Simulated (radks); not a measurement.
Results of a calculation; reference values are marked as such.
Effect of the nuclear size on the aluminium ion Al+, [Ne] 3s2. Code: a radial shooting solver on a logarithmic mesh with Libxc functionals. Model: Dirac Kohn-Sham, BLYP, spin-unpolarised, spherical densities, finite nucleus; Fermi nuclear charge, rms radius 3.061 fm. The rms radius is varied about that value; shifts are against it.

| rms radius (fm) | total energy shift (eV) | density at nucleus (e/bohr^3) | 1s1/2 shift (meV) |
|---|---|---|---|
| 2.559 | -0.00112 | 1508 | -0.465 |
| 2.8559 | -0.000482 | 1506 | -0.200 |
| 3.061 | 0 | 1505 | 0.000 |
| 3.211 | 0.000374 | 1504 | 0.155 |
| 3.8171 | 0.00206 | 1501 | 0.855 |

Slopes of the eigenvalues against <r^2> in GHz/fm^2, as finite differences over the two radii next to the reference (eigenvalue slopes, not the field-shift constants of lines): 1s1/2 39.8.
